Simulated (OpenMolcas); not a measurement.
# Rh2+ in a point-charge field

Rh2+ among 3 point charges of -2 e arranged as a planar triangle (D3h), 1.87 Å from the ion.
```
   1.8700    0.0000    0.0000  -2.00
  -0.9350    1.6195    0.0000  -2.00
  -0.9350   -1.6195    0.0000  -2.00
```

```
Program             : OpenMolcas
Method              : SS-CASPT2, IPEA 0.25 Eh, imaginary shift 0.1 Eh (closed shells correlated: 4s 4p)
Basis               : ANO-RCC-VDZP [6s5p3d1f]
Scalar Hamiltonian  : DKH2, point nucleus
Active space        : 7 electrons in 5 orbitals (4d)
State averaging     : 2S+1 = 4 even, 10 roots; 2S+1 = 2 even, 40 roots
Spin-orbit coupling : RASSI with atomic mean-field integrals over the reference wave functions
```

The lowest spin-free states (labels of D3, the rotations of D3h), above the lowest:

| State | Degeneracy | E (cm-1) | Free-ion L (%) |
| --- | --- | --- | --- |
| 4E | 2 | 0 | F (67) |
| 4A2 | 1 | 5080 | F (88) |
| 2E | 2 | 9780 | F (31) |
| 4E | 2 | 10620 | F (100) |
| 2E | 2 | 11710 | H (100) |
| 2E | 2 | 13380 | D (47) |
| 2A2 | 1 | 13910 | G (54) |
| 2A1 | 1 | 13960 | G (54) |
| 2E | 2 | 16980 | G (67) |
| 2A2 | 1 | 17760 | P (77) |
| 4A1 | 1 | 18110 | F (100) |
| 4A2 | 1 | 18160 | F (100) |
| 2E | 2 | 18510 | G (57) |
| 2A1 | 1 | 20370 | D (60) |
| 4E | 2 | 23450 | P (67) |
| 2E | 2 | 25230 | H (67) |
| 2E | 2 | 25590 | G (51) |
| 2A1 | 1 | 26930 | G (54) |
| 2A2 | 1 | 29050 | H (61) |
| 2A1 | 1 | 32110 | H (49) |

The lowest levels with spin-orbit coupling:

```tsv
E (cm-1)	Degeneracy	Label	2S+1	g
0	2	E3/2	4	0.00 0.00 4.01
0	2	E1/2	4	0.00 0.00 7.95
430	2	E1/2	4	0.34 3.21 3.21
1260	2	E1/2	4	2.05 2.05 3.65
5890	2	E3/2	4	0.00 0.00 5.90
6030	2	E1/2	4	1.98 2.91 2.91
9400	2	E3/2	2	0.00 0.00 2.01
9610	2	E1/2	4	0.04 0.04 9.70
10500	2	E1/2	4 (79 %)	0.03 0.03 5.69
11350	2	E3/2	4 (79 %)	0.00 0.00 2.31
11620	2	E1/2	2 (83 %)	0.08 0.08 5.75
11990	2	E1/2	2	0.00 0.00 11.78
12400	2	E1/2	4 (90 %)	0.09 0.09 1.88
12520	2	E3/2	2	0.00 0.00 8.12
13480	2	E3/2	2 (76 %)	0.00 0.00 3.54
14960	2	E1/2	2	0.33 0.33 4.12
14990	2	E1/2	2 (90 %)	0.16 0.16 7.49
16030	2	E3/2	4 (67 %)	0.00 0.00 11.02
16220	2	E1/2	2 (89 %)	0.09 0.72 0.72
17740	2	E1/2	2	0.50 0.50 1.50
```

Powder χT (cm3 K/mol): 2.23 at 2 K, 2.29 at 10 K, 2.4 at 50 K, 2.52 at 100 K, 2.71 at 200 K, 2.82 at 300 K. The effective moment at 300 K is 2.828 √(χT) = 4.75 μB.

The lowest level has 2S+1 = 4, for which the spin-only value is χT = S(S+1) / 2 = 1.875 cm3 K/mol (g = 2). The computed 2.819 at 300 K differs by +0.944, through orbital momentum, spin-orbit coupling and any other state in reach.

Roots that are degenerate in the reference are averaged as groups; the widest CASPT2 spread within a group is 140 cm-1 (the 2-fold group of multiplicity 4 near 10600 cm-1 above the lowest state of its run). Shifts and gaps below about the spread of the groups concerned are not significant. An orbital doublet at a regular site is open to a Jahn-Teller distortion, which this geometry leaves out. Point charges give a weaker field than real ligands, and real ions of this kind are as a rule low spin; the high spin found here belongs to the model. Free-ion shares, where given, are those of the reference states; single-state CASPT2 does not remix them. This is an electrostatic model: the charges have no orbitals. No measured value stands beside these numbers.
